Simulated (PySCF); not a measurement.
A calculated (HSE06, PySCF 2.14, aug-cc-pVDZ, no relativity, point nucleus) atom or ion has these occupied shells.

```
shell  electrons  orbital energy (eV)  rms radius, mean of both spins (bohr)
 1s α          1              -5373.7                                 0.0776
 1s β          1              -5373.7                                 0.0776
 2s α          1              -618.34                                  0.337
 2s β          1              -617.47                                  0.337
 2p α          3              -522.04                                  0.305
 2p β          3              -521.27                                  0.305
 3s α          1              -81.804                                   1.02
 3s β          1              -79.273                                   1.02
 3p α          3              -54.606                                   1.11
 3p β          3              -51.899                                   1.11
 3d α          2              -14.426                                   1.37
 4s α          1               -7.296                                   3.31
 4s β          1               -6.212                                   3.31
 4p α          1               -3.258                                   4.25
```

(1) Name the element and its charge.

Answers

(1) V (vanadium, neutral), in [Ar] 3d2 4s2 4p1, one real determinant (an excited configuration).
